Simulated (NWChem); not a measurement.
System: GaCl₃; SMILES [Cl][Ga]([Cl])[Cl]

```xyz
4

Ga     0.0000     0.0000     0.0000
Cl    -2.0562     0.5866     0.0000
Cl     1.5362     1.4874     0.0000
Cl     0.5201    -2.0741     0.0000
```
Atoms are numbered in this order, from 1.

Structure relaxed at the PBE-D3(BJ)/def2-SVP level.

**Question.** List the 4 lowest vertical singlet excitations from BHandHLYP/aug-cc-pVDZ, TDA (NWChem).

**Answer.** 
```json
[
 {"state": "S1", "energy (eV)": "6.25", "oscillator strength": "0.000", "leading excitation (squared amplitude)": "HOMO → LUMO (0.96)"},
 {"state": "S2", "energy (eV)": "6.48", "oscillator strength": "0.000", "leading excitation (squared amplitude)": "HOMO−1 → LUMO (0.88)"},
 {"state": "S3", "energy (eV)": "6.48", "oscillator strength": "0.000", "leading excitation (squared amplitude)": "HOMO−2 → LUMO (0.88)"},
 {"state": "S4", "energy (eV)": "6.68", "oscillator strength": "0.068", "leading excitation (squared amplitude)": "HOMO−3 → LUMO (0.88)"}
]
```
